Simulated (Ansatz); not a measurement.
System: BO2 (charge 0, doublet). SMILES: [O][B][O]
Structure (B3LYP-D3(BJ)/def2-TZVP (Ansatz, a first-principles code) minimum search):
```xyz
3

B      0.0000     0.0000     0.0000
O      0.0000     0.0000    -1.2612
O      0.0000     0.0000     1.2612
```
Charge 0, spin multiplicity 2.

Wanted: vertical electron affinity to the singlet, in eV. Set-up: non-relativistic; frozen cores in correlated levels; UHF or UKS for open shells; each state is the SCF solution reached for its charge and spin; six Cartesian d functions in 6-31G* and its kin unless marked 5d; no spin-orbit coupling; dispersion terms only where a functional's name holds one; 6-311+G** with 5d. First-principles rows: single points at B3LYP-D3(BJ) geometries (Ansatz). Sets without +, aug- or the D of def2-TZVPD hold no diffuse functions, which anions need. A UHF reference is markedly spin-contaminated in at least one set, which strains HF and MP2.

```
level               program  vertical electron affinity to the singlet (eV)
------------------  -------  ----------------------------------------------
HF/6-311+G**         Ansatz                                            3.27
PBE/6-31G*           Ansatz                                            3.29
B3LYP/3-21G          Ansatz                                            2.92
B3LYP/6-31G*         Ansatz                                            3.49
B3LYP/6-311+G**      Ansatz                                            4.35
MP2/6-31G*           Ansatz                                            4.14
PBE0/def2-TZVPD      Ansatz                                            4.25
wB97X-V/def2-TZVPD   Ansatz                                            4.45
```

No value to compare with is used here. The 6 habitual levels span 2.92 (B3LYP/3-21G) to 4.35 eV (B3LYP/6-311+G**); PBE0/def2-TZVPD gives 4.25.

The levels are drawn from those run, B3LYP/6-31G* more often than the rest, none by its result; left out are runs that failed, that the program found above a lower state of the same kind, or whose <S^2> lies over 0.5 above the pure value.
